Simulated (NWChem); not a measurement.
C₄H₃FS; SMILES Fc1sccc1

```xyz
9

F     -0.0622    -2.1425     0.0000
C     -0.2095    -0.8159     0.0000
C     -1.3757    -0.1158     0.0000
C     -1.1264     1.2955     0.0000
C      0.2008     1.6149     0.0000
S      1.2126     0.1935     0.0000
H     -2.3530    -0.5825     0.0000
H     -1.9153     2.0396     0.0000
H      0.6584     2.5945     0.0000
```
Atoms are numbered in this order, from 1.

Level: B3LYP/6-31G* (spherical d) (NWChem), optimised geometry, unscaled harmonic frequencies. 

```tsv
frequency (cm⁻¹)	IR intensity (km/mol)
267	0.1
360	0.5
480	0.4
544	5.3
548	4.1
688	61.1
712	10.8
731	2.8
818	19.2
851	15.2
900	0.3
1056	4.5
1120	7.8
1231	111.1
1267	1.2
1401	2.2
1523	58.4
1630	80.7
3229	5.6
3254	1.0
3277	0.9
```

```
Property                                                                           Result
-----------------------------------------------------------------------  ----------------
zero-point energy                                                           37.0 kcal/mol
thermal correction to the enthalpy at 298.15 K (with zero-point energy)     40.6 kcal/mol
heat capacity Cv                                                         18.1 cal/(mol K)
entropy at 298.15 K and 1 atm (symmetry number 1)                        72.6 cal/(mol K)
dipole moment                                                                      1.48 D
```

Rigid rotor and harmonic oscillator.
